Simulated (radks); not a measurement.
Problem. Species: Zn1.5+. Configuration: [Ar] 4s2 3d(up 4.5, down 4) (fractional occupations, a model configuration). All-electron calculation, non-relativistic Kohn-Sham, PBE, spin-polarised, spherical densities, point nucleus. Program: a radial shooting solver on a logarithmic mesh with Libxc functionals. Some entries of the table are withheld. Estimate them.

orbital  occ.  eigenvalue (eV)  r(max) (bohr)
1s up       1        -9433.015        0.03371
1s down     1        -9433.014        0.03371
2s up       1        -1161.261         0.1925
2s down     1        -1160.900         0.1925
2p up       3        -1026.778         0.1535
2p down     3        -1026.513         0.1535
3s up       1        -152.4862         0.5949
3s down     1        -151.8554         0.5950
3p up       3        -109.5857         0.5930
3p down     3        -108.9628         0.5932
3d up     4.5              (1)         0.5538
3d down     4              (2)         0.5546
4s up       1              (3)          1.859
4s down     1              (4)          1.865

Solution. 
(1) 3d up eigenvalue (eV): -36.6341
(2) 3d down eigenvalue (eV): -36.0389
(3) 4s up eigenvalue (eV): -21.3484
(4) 4s down eigenvalue (eV): -21.2431
